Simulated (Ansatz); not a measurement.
Compare A (`[SiH3]C1=C[SiH2]O1`) with its isomer B (`O[SiH]1C=C1[SiH3]`).

Calculated with Ansatz (gas phase, PBE0-D4/def2-TZVP geometries, no zero-point term in ΔE). CBS: MP2 limit from def2 TZ/QZ plus the TZ coupled-cluster correction, frozen cores. DFT in def2-TZVPP. Each species was taken in one conformer, which may not be the lowest.

(1) Which isomer does CCSD(T)/CBS put lower? Give the gap. (Estimate.)

(2) Give E(B) − E(A) in kcal/mol with CCSD/def2-TZVPP, PBE0-D4, B2PLYP, ωB97M-V, HF/def2-TZVPP, PBE-D4, MP2/def2-TZVPP. (Best estimate.)

Largest T1 diagnostic: 0.014.

Answers

(1) Ansatz gave: B, by 6.0 kcal/mol.

(2) Computed: CCSD/def2-TZVPP -5.6, PBE0-D4 -4.9, B2PLYP -5.4, ωB97M-V -5.6, HF/def2-TZVPP -6.0, PBE-D4 -4.0, MP2/def2-TZVPP -6.5. None reverses the order clearly.

From PBE to PBE0 (25 % exact exchange), in def2-TZVPP and without D4, E(B) − E(A) moves by −0.9 kcal/mol.
